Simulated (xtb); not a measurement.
F2Sn, charge -1, doublet, from a rough starting geometry (GFN-xTB shapes and energies of metal compounds can be far from the true ones) (a state made from the parent by changing its charge; the spin is typed, not shown lowest); GFN2-xTB (xtb 6.7.1).

xtb was given this input:
```
$ xtb mol.xyz --gfn 2 --chrg -1 --uhf 1 --opt vtight --json

# file mol.xyz
3

Sn     0.03434214     0.01638514     0.86394838
F      0.75314461     1.45254605    -0.43222953
F     -0.80681204    -1.38402003    -0.43776080
```

Problem. Write the output that xtb gives for this input, abridged.

Solution. 
```
   ID    Z sym.   atoms
    1   50 Sn     1
    2    9 F      2, 3

           -------------------------------------------------
          |                Calculation Setup                |
           -------------------------------------------------

           -------------------------------------------------
          |                 G F N 2 - x T B                 |
           -------------------------------------------------

          ...................................................
          :                      SETUP                      :
          :.................................................:
          :  # basis functions                  18          :
          :  # atomic orbitals                  17          :
          :  # shells                            7          :
          :  # electrons                        19          :
          :  max. iterations                   250          :
          :  Hamiltonian                  GFN2-xTB          :
          :  restarted?                      false          :
          :  GBSA solvation                  false          :
          :  PC potential                    false          :
          :  electronic temp.          300.0000000     K    :
          :  accuracy                    1.0000000          :
          :  -> integral cutoff          0.2500000E+02      :
          :  -> integral neglect         0.1000000E-07      :
          :  -> SCF convergence          0.1000000E-05 Eh   :
          :  -> wf. convergence          0.1000000E-03 e    :
          :  Broyden damping             0.4000000          :
          :  net charge                         -1          :
          :  unpaired electrons                  1          :
          ...................................................

 iter      E             dE          RMSdq      gap      omega  full diag
   1    -11.8235714 -0.118236E+02  0.571E+00    2.65       0.0  T
   2    -11.8429716 -0.194002E-01  0.835E+00    2.67       1.0  T
   3    -11.8434969 -0.525273E-03  0.803E+00    2.67       1.0  T
   4    -11.8466823 -0.318543E-02  0.131E+00    2.54       1.0  T
   5    -11.8470175 -0.335152E-03  0.871E-02    2.55       1.0  T
   6    -11.8470259 -0.841731E-05  0.557E-02    2.54       1.0  T
   7    -11.8470259 -0.183882E-08  0.969E-03    2.54       6.0  T
   8    -11.8470260 -0.504424E-07  0.169E-03    2.54      34.1  T
   9    -11.8470260 -0.285198E-09  0.722E-05    2.54     799.5  T
  10    -11.8470260 -0.203215E-11  0.468E-05    2.54    1233.4  T

   *** convergence criteria satisfied after 10 iterations ***

         :::::::::::::::::::::::::::::::::::::::::::::::::::::
         ::                     SUMMARY                     ::
         :::::::::::::::::::::::::::::::::::::::::::::::::::::
         :: total energy             -11.846313968932 Eh    ::
         :: gradient norm              0.052140032514 Eh/a0 ::
         :: HOMO-LUMO gap              2.543688047028 eV    ::
         ::.................................................::
         :: SCC energy               -11.847025944008 Eh    ::
         :: -> isotropic ES            0.202019903026 Eh    ::
         :: -> anisotropic ES         -0.002423911715 Eh    ::
         :: -> anisotropic XC         -0.001331057745 Eh    ::
         :: -> dispersion             -0.001229232140 Eh    ::
         :: repulsion energy           0.000711975077 Eh    ::
         :: add. restraining           0.000000000000 Eh    ::
         :: total charge              -1.000000000000 e     ::
         :::::::::::::::::::::::::::::::::::::::::::::::::::::

      -----------------------------------------------------------
     |                   =====================                   |
     |                        A N C O P T                        |
     |                   =====================                   |
     |               Approximate Normal Coordinate               |
     |                Rational Function Optimizer                |
      -----------------------------------------------------------
      -----------------------------------------------------------
     |                   =====================                   |
     |                        A N C O P T                        |
     |                   =====================                   |
     |               Approximate Normal Coordinate               |
     |                Rational Function Optimizer                |
      -----------------------------------------------------------

          ...................................................
          :                      SETUP                      :
          :.................................................:
          :   optimization level         verytight          :
          :   max. optcycles                   200          :
          :   ANC micro-cycles                  20          :
          :   degrees of freedom                 3          :
          :.................................................:
          :   RF solver                   davidson          :
          :   write xtbopt.log                true          :
          :   linear?                        false          :
          :   energy convergence         0.1000000E-06 Eh   :
          :   grad. convergence          0.2000000E-03 Eh/α :
          :   maxmium RF displ.          1.0000000          :
          :   Hlow (freq-cutoff)         0.1000000E-01      :
          :   Hmax (freq-cutoff)         5.0000000          :
          :   S6 in model hess.         20.0000000          :
          ...................................................

generating ANC from exact Hessian ...
Using Lindh-Hessian (1995)
 Shifting diagonal of input Hessian by    5.9763791052884936E-003
 Lowest  eigenvalues of input Hessian
    0.000000    0.000000    0.000000    0.000000    0.000000    0.000000
    0.010000    0.249861    0.314212
 Highest eigenvalues
[...]
 * total energy  :   -11.8463140 Eh     change       -0.1705303E-11 Eh
 * total energy  :   -11.8528493 Eh     change       -0.6535368E-02 Eh
 * total energy  :   -11.8552565 Eh     change       -0.2407169E-02 Eh
 * total energy  :   -11.8554233 Eh     change       -0.1668196E-03 Eh
 * total energy  :   -11.8554269 Eh     change       -0.3592310E-05 Eh
 * total energy  :   -11.8554275 Eh     change       -0.5635464E-06 Eh
 * total energy  :   -11.8554275 Eh     change       -0.2726938E-07 Eh
   *** GEOMETRY OPTIMIZATION CONVERGED AFTER 7 ITERATIONS ***
[...]
          :  # electrons                        19          :
          :  max. iterations                   250          :
          :  Hamiltonian                  GFN2-xTB          :
          :  restarted?                      false          :
          :  GBSA solvation                  false          :
          :  PC potential                    false          :
          :  electronic temp.          300.0000000     K    :
          :  accuracy                    1.0000000          :
          :  -> integral cutoff          0.2500000E+02      :
          :  -> integral neglect         0.1000000E-07      :
          :  -> SCF convergence          0.1000000E-05 Eh   :
          :  -> wf. convergence          0.1000000E-03 e    :
          :  Broyden damping             0.4000000          :
          :  net charge                         -1          :
          :  unpaired electrons                  1          :
          ...................................................

 iter      E             dE          RMSdq      gap      omega  full diag
   1    -11.8555369 -0.118555E+02  0.109E-06    1.49       0.0  T
   2    -11.8555369  0.177636E-14  0.610E-07    1.49   94650.4  T
   3    -11.8555369  0.532907E-14  0.339E-07    1.49  100000.0  T

   *** convergence criteria satisfied after 3 iterations ***

         :::::::::::::::::::::::::::::::::::::::::::::::::::::
         ::                     SUMMARY                     ::
         :::::::::::::::::::::::::::::::::::::::::::::::::::::
         :: total energy             -11.855427509329 Eh    ::
         :: gradient norm              0.000029617268 Eh/a0 ::
         :: HOMO-LUMO gap              1.488481023477 eV    ::
         ::.................................................::
         :: SCC energy               -11.855536872651 Eh    ::
         :: -> isotropic ES            0.205360956151 Eh    ::
         :: -> anisotropic ES          0.001887639773 Eh    ::
         :: -> anisotropic XC         -0.000684911461 Eh    ::
         :: -> dispersion             -0.001203016436 Eh    ::
         :: repulsion energy           0.000109363322 Eh    ::
         :: add. restraining           0.000000000000 Eh    ::
         :: total charge              -1.000000000000 e     ::
         :::::::::::::::::::::::::::::::::::::::::::::::::::::

           -------------------------------------------------
          |                Property Printout                |
           -------------------------------------------------

    * Orbital Energies and Occupations

         #    Occupation            Energy/Eh            Energy/eV
      -------------------------------------------------------------
         1        2.0000           -0.5428351             -14.7713
         2        2.0000           -0.4865313             -13.2392
         3        2.0000           -0.4658818             -12.6773
         4        2.0000           -0.2150238              -5.8511
         5        2.0000           -0.2042595              -5.5582
         6        2.0000           -0.2028726              -5.5204
         7        2.0000           -0.2006329              -5.4595
         8        2.0000           -0.1979352              -5.3861
         9        2.0000           -0.1936722              -5.2701
        10        1.0000           -0.0378237              -1.0292 (HOMO)
        11                          0.0168769               0.4592 (LUMO)
        12                          0.0496537               1.3511
        13                          0.1378229               3.7504
        14                          0.1587860               4.3208
        15                          0.1611500               4.3851
        16                          0.2847705               7.7490
        17                          0.4653894              12.6639
      -------------------------------------------------------------
                  HL-Gap            0.0547007 Eh            1.4885 eV
             Fermi-level           -0.0631107 Eh           -1.7173 eV

     #   Z          covCN         q      C6AA      α(0)
     1  50 Sn       1.242     0.165   502.398    49.014
     2   9 F        0.621    -0.583    16.096     4.733
     3   9 F        0.621    -0.583    16.097     4.734

 Mol. C6AA /au·bohr⁶  :        879.997817
 Mol. C8AA /au·bohr⁸  :      78673.411393
 Mol. α(0) /au        :         58.480993

Wiberg/Mayer (AO) data.
largest (>0.10) Wiberg bond orders for each atom

 ---------------------------------------------------------------------------
     #   Z sym  total        # sym  WBO       # sym  WBO       # sym  WBO
 ---------------------------------------------------------------------------
     1  50 Sn   1.496 --     2 F    0.748     3 F    0.748
     2   9 F    0.758 --     1 Sn   0.748
     3   9 F    0.758 --     1 Sn   0.748
 ---------------------------------------------------------------------------

Topologies differ in total number of bonds
Writing topology from bond orders to xtbtopo.mol

molecular dipole:
                 x           y           z       tot (Debye)
 q only:        0.062      -0.080       1.180
   full:        0.074      -0.086       1.469       3.744
molecular quadrupole (traceless):
                xx          xy          yy          xz          yz          zz
 q only:        2.411      -9.380      -9.505      -0.038       0.111       7.094
  q+dip:        2.158      -9.723     -10.195      -0.000       0.112       8.038
   full:        1.393      -9.889     -11.171       0.102       0.057       9.778

optimized geometry written to: xtbopt.xyz

           -------------------------------------------------
          | TOTAL ENERGY              -11.855427509329 Eh   |
          | GRADIENT NORM               0.000029617268 Eh/α |
          | HOMO-LUMO GAP               1.488481023477 eV   |
           -------------------------------------------------

normal termination of xtb
```
